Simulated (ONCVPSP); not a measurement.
**Transferability test, ONCV potential for Ni**

nickel (Ni), optimised norm-conserving Vanderbilt (ONCV), made with ONCVPSP 4.0.1 (LDA (Perdew-Wang 92), scalar-relativistic). Core [Ne], reference 3s2 3p6 3d9 4s1. Waves: 3s+4s: rc 1.15 bohr, ncon 4, nbas 7, qcut 13.6 1/bohr, 2 projectors; 3p: rc 1.00 bohr, ncon 3, nbas 6, qcut 14 1/bohr, 2 projectors, debl 1.2 Ha; 3d: rc 1.00 bohr, ncon 3, nbas 7, qcut 15.5 1/bohr, 1 projector. Local part: polynomial inside 0.90 bohr (lpopt 5, dvloc0 2 Ha). Core correction: none.

In the p channel the program set the typed energies aside and used -2.439, 0.250 Ha.

Energies are relative to the spin-unpolarised reference configuration 3s2 3p6 3d9 4s1; without spin polarisation the order of configurations can differ from experiment.

```json
{"valence configuration": "3s2 3p6 3d8 4s1", "charge": "+1", "ΔE all-electron (eV)": "11.232", "error AE − PS (meV)": "-1.9"}
{"valence configuration": "3s2 3p6 3d8 4s0", "charge": "+2", "ΔE all-electron (eV)": "28.886", "error AE − PS (meV)": "-4.5"}
{"valence configuration": "3s2 3p6 3d8 4s1.5", "charge": "+0.5", "ΔE all-electron (eV)": "5.478", "error AE − PS (meV)": "-0.5"}
```

What are ΔE and the potential's error for 3s2 3p6 3d8 4s2?

ΔE = 1.638 eV all-electron; the error (AE − PS) is +0.7 meV.

Levels in the configuration 3s2 3p6 3d8 4s1:

```json
{"level": "3s", "all-electron (eV)": "-119.691", "pseudo (eV)": "-119.717"}
{"level": "3p", "all-electron (eV)": "-80.460", "pseudo (eV)": "-80.485"}
{"level": "3d", "all-electron (eV)": "-18.264", "pseudo (eV)": "-18.268"}
{"level": "4s", "all-electron (eV)": "-13.506", "pseudo (eV)": "-13.507"}
```
